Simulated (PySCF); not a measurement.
# Electronic structure of I (iodine, neutral) at the UHF level

Configuration: [Kr] 4d10 5s2 5p5, 2P determinant. Computed with PySCF 2.14 in def2-SVP with the def2 core potential (28 electrons) (4s4p2d, 26 functions), with a scalar-relativistic core potential.

```json
{
  "Total energy": "-296.649606 hartree",
  "One-electron energy": "-517.3985 hartree",
  "Hartree (Coulomb) energy": "241.9383 hartree",
  "Exchange energy": "-21.1894 hartree",
  "⟨S²⟩": "0.7558",
  "⟨L²⟩": "2.018",
  "Sum of ⟨r⟩": "31.95 bohr",
  "Sum of ⟨r²⟩": "59.44 bohr²",
  "Traceless quadrupole moment −½Σ⟨3z² − r²⟩ along its main axis": "2.93 e·bohr²",
  "Time after the integrals": "0.07 s of wall time on 1 thread of INTEL(R) XEON(R) PLATINUM 8581C CPU @ 2.10GHz (shared host)"
}
```

| shell | electrons | mean orbital energy (eV) | spread (eV) | rms radius, mean of both spins (bohr) |
| --- | --- | --- | --- | --- |
| 4s α | 1 | -211.20 | 0 | 0.793 |
| 4s β | 1 | -210.98 | 0 | 0.793 |
| 4p α | 3 | -152.64 | 0.685 | 0.849 |
| 4p β | 3 | -152.42 | 0.160 | 0.849 |
| 4d α | 5 | -62.657 | 0.734 | 0.986 |
| 4d β | 5 | -62.482 | 0.439 | 0.986 |
| 5s α | 1 | -25.058 | 0 | 2.15 |
| 5s β | 1 | -22.615 | 0 | 2.15 |
| 5p α | 3 | -11.346 | 1.565 | 2.64 |
| 5p β | 2 | -10.294 | 0 | 2.64 |

Energies and moments cover only the electrons outside the core potential.
